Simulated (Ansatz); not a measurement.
CH₉BOSi₂, SMILES `B[SiH2]OC[SiH3]`, relaxed with RKS PBE0-D4/def2-TZVP in Ansatz from a PBE-D4/def2-SVP geometry. The force threshold is 0.005 eV/Å; the program also tests the step.

The species carries charge 0 and has multiplicity 1.

Start:

```xyz
14

B     0.215   -2.252    1.533
Si    0.185   -1.795   -0.424
O     0.364   -0.149   -0.783
C    -0.558    0.820   -0.293
Si    0.227    2.550   -0.491
H     0.263   -3.425    1.860
H     0.171   -1.426    2.427
H    -1.130   -2.315   -0.980
H     1.306   -2.473   -1.164
H    -1.528    0.777   -0.847
H    -0.811    0.656    0.785
H     0.546    2.806   -1.937
H     1.491    2.628    0.318
H    -0.741    3.597   -0.003
```

(1) By how much does the energy fall, and how many steps does the optimiser take? (Best estimate.)

(2) Which bonds change most? (Best estimate.)

(3) Give the relaxed structure. (Estimate.)

Results:

(1) Ansatz gave: 6.61 kJ/mol, in 16 steps, 1 of them rejected.

(2) Ansatz gave: Si2–O3 from 1.695 to 1.654 Å; B1–H6 from 1.219 to 1.197 Å; B1–H7 from 1.217 to 1.196 Å; C4–Si5 from 1.910 to 1.889 Å.

(3) Ansatz gave: 
```xyz
14

B     0.126   -2.305    1.510
Si    0.224   -1.750   -0.414
O     0.460   -0.134   -0.678
C    -0.470    0.822   -0.196
Si    0.197    2.554   -0.551
H     0.096   -3.474    1.772
H     0.075   -1.542    2.430
H    -1.066   -2.183   -1.045
H     1.345   -2.431   -1.113
H    -1.449    0.695   -0.679
H    -0.635    0.707    0.885
H     0.383    2.738   -2.013
H     1.496    2.748    0.142
H    -0.783    3.557   -0.049
```
